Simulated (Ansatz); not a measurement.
Consider the atomization: `C[B-]1(O)OC(C(F)(F)F)=CC(C(F)(F)F)=[O+]1` → B• + 6 C• + 6 F• + 5 H• + 3 O•.

Isolated molecules relaxed with PBE0-D4/def2-TZVP in Ansatz; ΔE leaves out vibrations. CCSD(T)/CBS is the MP2 limit (def2-TZVPP, def2-QZVPP) plus CCSD(T) − MP2 in def2-TZVPP, frozen cores. This one scheme is used for every species, atoms too. For atomizations the MP2-based limit and the directly extrapolated one differ by several kJ/mol either way, and by 10 to 25 for some Ge, Se and Sn compounds, so smaller differences from it don't rank the levels. Functionals use def2-TZVPP. No spin–orbit coupling; open shells (•) take unrestricted orbitals. Spin–orbit coupling would lower the free atoms: a little for B, C, F, O. One conformer a species, not always the lowest.

| level | ΔE (eV) | difference from CCSD(T)/CBS |
| --- | --- | --- |
| LDA (SPW92) | 118.52 | 20.61 |
| revPBE-D4 | 99.17 | 1.26 |
| B97M-V | 98.60 | 0.69 |
| r2SCANh-D4 | 98.15 | 0.24 |
| CAM-B3LYP-D4 | 98.88 | 0.97 |
| ωB97M-V | 98.75 | 0.84 |
| revPBE | 97.17 | -0.74 |
| BLYP | 97.49 | -0.42 |
| r2SCAN | 99.21 | 1.30 |
| PBE0 | 98.74 | 0.83 |
| r2SCANh | 97.96 | 0.05 |
| r2SCAN0 | 96.17 | -1.74 |
| BHLYP | 92.20 | -5.71 |
| CAM-B3LYP | 98.34 | 0.43 |
| LC-ωPBE | 98.99 | 1.08 |
| MP2/def2-SVP | 97.68 | -0.23 |
| CCSD(T)/CBS | 97.91 | 0 |

Largest T1 diagnostic among the species: 0.015.

The D4 term adds +0.99 eV with B3LYP and +0.54 eV with PBE0; it sums over pairs of atoms, weighted by their polarisabilities, and B3LYP, whose exchange is more repulsive, gets the larger term. Leaving LDA and LC-ωPBE aside and taking each functional with its dispersion term where it has one, the values, not all of them listed here, spread over 10.04 eV, from BHLYP-D4 to PBE-D4. LDA lies +16.21 eV from PBE without D4, its usual overbinding.

B3LYP here is the variant with VWN-RPA as its local correlation; programs differ in this.
